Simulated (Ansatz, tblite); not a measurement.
Removing and adding an electron: `CN(C)c1ccc(-c2ccc(-c3ccc(-c4ccc(C#N)cc4)cc3)cc2)cc1`. Charge 0, multiplicity 1. Geometry: r2SCAN-D4/def2-SVP. Ansatz, gas phase; energy differences of separate SCF runs; the oxidised species was run as a doublet alone; the reduced species was run as a doublet alone.

Cartesian coordinates in Å:
```
C -0.466 -2.734 -8.278
N -0.423 -1.375 -7.789
C -0.413 -0.267 -8.718
C -0.352 -1.134 -6.434
C -0.316 0.186 -5.919
C -0.242 0.418 -4.550
C -0.207 -0.633 -3.613
C -0.130 -0.376 -2.163
C -0.731 -1.246 -1.231
C -0.658 -1.004 0.138
C 0.023 0.119 0.646
C 0.104 0.374 2.098
C -0.960 0.039 2.960
C -0.885 0.282 4.328
C 0.262 0.865 4.902
C 0.344 1.118 6.355
C 1.570 1.003 7.043
C 1.655 1.239 8.411
C 0.503 1.603 9.137
C 0.583 1.848 10.542
N 0.648 2.049 11.689
C -0.729 1.722 8.462
C -0.800 1.481 7.095
C 1.328 1.197 4.043
C 1.248 0.961 2.674
C 0.625 0.989 -0.283
C 0.549 0.748 -1.652
C -0.246 -1.943 -4.131
C -0.312 -2.197 -5.496
H -0.556 -2.724 -9.371
H 0.447 -3.303 -8.017
H -1.333 -3.290 -7.873
H -0.446 -0.654 -9.744
H -1.286 0.400 -8.580
H 0.499 0.351 -8.617
H -0.359 1.044 -6.592
H -0.245 1.453 -4.196
H -1.283 -2.119 -1.590
H -1.123 -1.711 0.832
H -1.870 -0.401 2.543
H -1.723 -0.005 4.969
H 2.467 0.694 6.498
H 2.610 1.136 8.932
H -1.623 2.013 9.021
H -1.757 1.606 6.580
H 2.226 1.668 4.453
H 2.099 1.218 2.036
H 1.147 1.882 0.074
H 1.044 1.436 -2.343
H -0.189 -2.793 -3.445
H -0.318 -3.234 -5.835
```

The xTB rows come from tblite. Single mean-field runs in def2-TZVP are fitted with def2-universal-jkfit.

Problem. Estimate orbital energies and vertical ionisation energies and electron affinities at: GFN1-xTB; GFN2-xTB; PBE-D4/def2-TZVP; PBE0-D4/def2-TZVP.

Solution. 
| level | −HOMO (eV) | vertical IE (eV) | −LUMO (eV) | vertical EA (eV) | HOMO–LUMO gap (eV) | IE − EA (eV) | remarks |
| --- | --- | --- | --- | --- | --- | --- | --- |
| GFN1-xTB | 10.27 | 12.15 | 8.45 | 6.72 | 1.82 | 5.43 | – |
| GFN2-xTB | 9.31 | 11.23 | 7.61 | 5.78 | 1.70 | 5.45 | – |
| PBE-D4/def2-TZVP | 4.63 | 6.40 | 2.66 | 1.09 | 1.96 | 5.31 | HOMO above zero (-1 doublet) |
| PBE0-D4/def2-TZVP | 5.46 | 6.67 | 1.96 | 0.89 | 3.50 | 5.77 | HOMO above zero (-1 doublet) |

   A HOMO above zero means that the electron is unbound at that level or that self-interaction error raises the level; the energy of removing that electron tells which. Raw xTB energy differences between charge states are shifted by several eV; the methods need an empirical correction for them. Sets without diffuse functions give affinities that are too small.
